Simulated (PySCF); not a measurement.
C6H5, SMILES c1c[c]ccc1, multiplicity 2. Geometry: PBE-D3(BJ)/def2-SVP. The isomer is the one that the SMILES or the coordinates give; other isomers of the formula were not compared.

Computed equilibrium geometry at PBE-D3(BJ)/def2-SVP (PySCF confirms it by a frequency run) as bond lengths and angles, and its point group:
point group C2v.
Atoms: C1 C2 C3 C4 C5 C6 H7 H8 H9 H10 H11. Bonded distances (Å): C1–C2 1.384, C1–C6 1.384, C2–C3 1.413, C2–H7 1.102, C3–C4 1.405, C3–H8 1.102, C4–C5 1.405, C4–H9 1.100, C5–C6 1.413, C5–H10 1.102, C6–H11 1.102. Angles (°): C2–C1–C6 126.0, C1–C2–C3 116.5, C1–C2–H7 122.7, C3–C2–H7 120.8, C2–C3–C4 120.2, C2–C3–H8 119.6, C4–C3–H8 120.2, C3–C4–C5 120.7, C3–C4–H9 119.7, C5–C4–H9 119.7, C4–C5–C6 120.2, C4–C5–H10 120.2, C6–C5–H10 119.6, C1–C6–C5 116.5, C1–C6–H11 122.7, C5–C6–H11 120.8.
Charge 0, spin multiplicity 2.
